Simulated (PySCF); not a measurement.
## Distorted geometries of [Gd(H2O)2]3+

[Gd(H2O)2]3+ (singlet in the valence; each metal's 4f electrons, 7 of them, lie in its core potential, out of spins and levels). PySCF 2.14.0, RKS TPSS, Gd lcecp-1-SVP with ECP53, O def2-SVP, H def2-SVP; non-relativistic Hamiltonian with scalar-relativistic core potentials where named; density fitting; no spin-orbit coupling. Relaxed geometry:

```xyz
7

Gd    1.0320    0.1968   -0.0078
O    -0.1666    0.0290    1.8865
H     0.1592    0.1409    2.8297
H    -1.1393   -0.1789    2.0133
O    -0.1663   -0.1048   -1.8855
H     0.1766   -0.3571   -2.7950
H    -1.1526   -0.0095   -2.0412
```

Order these distorted geometries by energy above the relaxed one, lowest first.
A.
```xyz
7

Gd    1.0051    0.2124    0.0388
O    -0.1790    0.0563    1.9719
H     0.0514    0.2357    2.8813
H    -1.0423   -0.3000    1.9503
O    -0.2205   -0.2236   -1.9499
H     0.3082   -0.2250   -2.6664
H    -1.1798   -0.0396   -2.2259
```
B.
```xyz
7

Gd    0.9733    0.5002    0.0208
O    -0.1125    0.1337    1.9045
H     0.1854    0.0870    2.7615
H    -1.1789   -0.4572    1.9860
O    -0.0151   -0.0651   -1.7776
H     0.1289   -0.4477   -2.7756
H    -1.2379   -0.0347   -2.1196
```
C.
```xyz
7

Gd    1.0520    0.2186    0.0214
O    -0.2082    0.0395    1.9063
H     0.1014    0.1238    2.8054
H    -1.1596   -0.1525    1.9915
O    -0.1093   -0.1580   -1.8961
H     0.2277   -0.3790   -2.7815
H    -1.1610    0.0239   -2.0471
```

C (0.21 eV), A (0.72 eV), B (2.00 eV).

Which forces (eV/Å) act in the one that lies 2.00 eV up?


```
Gd   0.98  0.52  0.47
O   -5.67 -2.45 -4.72
H    1.65 -0.04  5.11
H    3.69  2.24 -0.03
O   -5.27 -1.11 -4.68
H    0.87  0.67  2.08
H    3.75  0.18  1.77
```
Forces carry noise of the integration grid, about 0.01 to 0.03 eV/Å.

No frequency check is given that shows the relaxed geometry to be a minimum. An lcecp potential fixes the number of 4f electrons, so in runs with it no electron can move into or out of that shell.
